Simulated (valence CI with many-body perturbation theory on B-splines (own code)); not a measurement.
The numbers below are computed, except where a source is named.
**Ladder of approximations for Re⁵⁹⁺**

Method: configuration interaction combined with many-body perturbation theory (CI+MBPT): six valence electrons over a frozen Dirac-Fock core [Ne], radial functions for each j: 9 s, 9 p, 8 d, 6 f, 3 g, 1 h, with the one-electron correlation potential Σ1, the two-electron term Σ2, the three-electron term Σ3, Breit, model QED; selected CI, second order for the rest, scaled by the run's own slope (own B-spline code, finite nucleus).

The last digits are not significant, and no measured levels were compared; by estimate large intervals hold to a few tenths of a per cent, small ones and those within an open d or f shell to about a per cent. Among the levels kept, up to 960 cm⁻¹ of a level comes from second order outside the variational space, and about a tenth of that is noise between levels of different J, which matters for small intervals.

Each rung adds one term. CI alone is the Dirac-Coulomb CI over the frozen core; QED comes last and gives the full result, which names the levels. Energies are above (3s^2 3p1/2^2 3p3/2^2) J=2 on the same rung, in eV.

Levels are named by their leading jj configuration (3d3/2^4 stands for four electrons in 3d with j = 3/2), which in mixed levels can hold well under half, so a name can repeat and another be missing. Letters in brackets count levels of one name in rising energy.

| Level | CI alone | + Σ1 | + Σ2 | + Σ3 | + Breit | Full |
| --- | --- | --- | --- | --- | --- | --- |
| (3s^2 3p1/2^2 3p3/2^2) J=0 | 19.69 | 19.69 | 19.69 | 19.64 | 20.13 | 20.12 |
| (3s^2 3p1/2^2 3p3/2 3d3/2) J=2 | 241.36 | 241.10 | 240.74 | 240.53 | 239.77 | 238.86 |
| (3s^2 3p1/2^2 3p3/2 3d3/2) J=1 | 249.99 | 249.74 | 249.35 | 249.11 | 248.49 | 247.56 |
| (3s^2 3p1/2^2 3p3/2 3d3/2) J=0 | 249.59 | 249.34 | 249.02 | 248.80 | 248.74 | 247.82 |
| (3s^2 3p1/2^2 3p3/2 3d3/2) J=3 | 251.12 | 250.87 | 250.53 | 250.26 | 248.98 | 248.06 |
| (3s^2 3p1/2^2 3p3/2 3d5/2) J=4 | 333.40 | 333.31 | 333.02 | 332.76 | 329.21 | 328.52 |
| (3s^2 3p1/2^2 3p3/2 3d5/2) J=2 | 340.03 | 339.94 | 339.49 | 339.21 | 336.12 | 335.40 |
| (3s^2 3p1/2^2 3p3/2 3d5/2) J=3 | 359.83 | 359.74 | 359.07 | 358.64 | 355.32 | 354.63 |
| (3s^2 3p1/2^2 3p3/2 3d5/2) J=1 | 370.57 | 370.49 | 369.93 | 369.45 | 366.87 | 366.17 |
| (3s^2 3p1/2 3p3/2^3) J=1 | 373.75 | 373.94 | 374.20 | 374.19 | 370.04 | 370.44 |
| (3s^2 3p1/2 3p3/2^3) J=2 | 384.03 | 384.22 | 384.41 | 384.37 | 379.75 | 380.15 |
| (3s^2 3p1/2^2 3d3/2^2) J=2 | 492.90 | 492.40 | 491.69 | 491.21 | 489.74 | 487.90 |
| (3s^2 3p1/2^2 3d3/2^2) J=0 | 516.74 | 516.25 | 515.61 | 515.07 | 514.48 | 512.65 |
| (3s 3p1/2^2 3p3/2^3) J=2 | 563.27 | 563.20 | 563.10 | 563.24 | 562.03 | 558.33 |
| (3s 3p1/2^2 3p3/2^3) J=1 | 584.24 | 584.17 | 583.97 | 584.04 | 581.99 | 579.28 |
| (3s^2 3p1/2^2 3d3/2 3d5/2) J=3 | 589.18 | 588.84 | 588.01 | 587.46 | 583.47 | 581.85 |
| (3s^2 3p1/2^2 3d3/2 3d5/2) J=2 | 600.36 | 600.02 | 599.16 | 598.59 | 594.78 | 593.15 |
| (3s^2 3p1/2^2 3d3/2 3d5/2) J=1 | 604.38 | 604.04 | 603.18 | 602.61 | 599.69 | 598.06 |
| (3s^2 3p1/2^2 3d3/2 3d5/2) J=4 | 606.62 | 606.28 | 605.44 | 604.82 | 599.91 | 598.29 |
| (3s^2 3p1/2 3p3/2^2 3d3/2) J=2 [a] | 605.69 | 605.63 | 605.51 | 605.35 | 599.95 | 599.45 |
| (3s^2 3p1/2 3p3/2^2 3d3/2) J=0 | 606.93 | 606.87 | 606.77 | 606.60 | 601.45 | 600.93 |
| (3s^2 3p1/2 3p3/2^2 3d3/2) J=1 [a] | 608.26 | 608.20 | 608.00 | 607.85 | 603.21 | 602.25 |
| (3s^2 3p1/2 3p3/2^2 3d3/2) J=3 [a] | 614.59 | 614.54 | 614.41 | 614.20 | 608.12 | 607.62 |
| (3s^2 3p1/2 3p3/2^2 3d3/2) J=4 | 623.48 | 623.43 | 623.30 | 623.05 | 616.34 | 615.84 |
| (3s^2 3p1/2 3p3/2^2 3d3/2) J=2 [b] | 635.92 | 635.87 | 635.64 | 635.37 | 629.97 | 629.43 |
| (3s^2 3p1/2 3p3/2^2 3d3/2) J=3 [b] | 650.93 | 650.87 | 650.31 | 649.91 | 644.11 | 643.59 |
| (3s^2 3p1/2 3p3/2^2 3d3/2) J=2 [c] | 657.87 | 657.82 | 657.09 | 656.70 | 651.75 | 650.90 |
| (3s^2 3p1/2 3p3/2^2 3d3/2) J=1 [b] | 663.39 | 663.33 | 662.55 | 662.18 | 657.61 | 656.65 |
| (3s^2 3p1/2 3p3/2^2 3d3/2) J=1 [c] | 676.50 | 676.44 | 675.57 | 675.12 | 670.75 | 669.72 |
| (3s^2 3p1/2 3p3/2^2 3d5/2) J=3 [a] | 692.85 | 692.95 | 692.85 | 692.66 | 685.15 | 684.88 |
| (3s^2 3p1/2^2 3d5/2^2) J=4 | 694.88 | 694.71 | 693.74 | 693.10 | 686.43 | 685.02 |

(1) How does the ionisation energy move along the ladder, and which term matters most?

Results:

(1) CI alone 6184.3, + Σ1 6185.2, + Σ2 6185.5, + Σ3 6184.7, + Breit 6179.2, + QED 6178.6 eV. The largest step is Breit, -5.5 eV. NIST lists 6176 ± 7 eV (theoretical).
